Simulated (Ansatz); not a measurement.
Reaction (formal loss of a carbene): `C[SiH2][CH2][AlH][F]` → `C[SiH2][AlH][F]` + `[CH2]` (triplet)

Computed with Ansatz on PBE0-D4/def2-TZVP structures; ΔE is electronic, products minus reactants. CCSD(T)/CBS adds triple-zeta CCSD(T) − MP2 to the extrapolated MP2 energy (def2 sets, frozen cores). This one scheme is used for every species. Functionals use def2-TZVPP. Triplets are unrestricted, without spin–orbit coupling. One conformer a species, not always the lowest.

Is it downhill or uphill in electronic energy at CCSD(T)/CBS, and by how much? (Estimate.)

Ansatz gave: Uphill: ΔE = +495.4 kJ/mol.

What do these levels give: LDA (SPW92), PBE-D4, BLYP-D4, BHLYP-D4, ωB97M-V, revPBE, RPA@PBE/def2-TZVPP, CCSD/def2-SVP, CCSD/def2-TZVPP, MP2/def2-QZVPP, HF/CBS(def2), MP2/CBS(def2)? (Best estimate.)

The calculation gave: LDA (SPW92) 557.2, PBE-D4 488.6, BLYP-D4 481.4, BHLYP-D4 476.2, ωB97M-V 504.1, revPBE 453.2, RPA@PBE/def2-TZVPP 471.7, CCSD/def2-SVP 457.3, CCSD/def2-TZVPP 470.7, MP2/def2-QZVPP 512.9, HF/CBS(def2) 344.3, MP2/CBS(def2) 518.1 kJ/mol.

Largest T1 diagnostic among the species: 0.012.

Leaving LDA and LC-ωPBE aside and taking each functional with its dispersion term where it has one, the values, not all of them listed here, spread over 34.6 kJ/mol, from r2SCAN0-D4 to ωB97M-V. LDA lies +76.9 kJ/mol from PBE without D4. From PBE to PBE0 (25 % exact exchange), in def2-TZVPP and without D4, ΔE moves by −3.5 kJ/mol. The D4 term adds +13.2 kJ/mol with B3LYP and +7.2 kJ/mol with PBE0; it sums over pairs of atoms, weighted by their polarisabilities, and B3LYP, whose exchange is more repulsive, gets the larger term.

B3LYP here is the variant with VWN-RPA as its local correlation; programs differ in this.
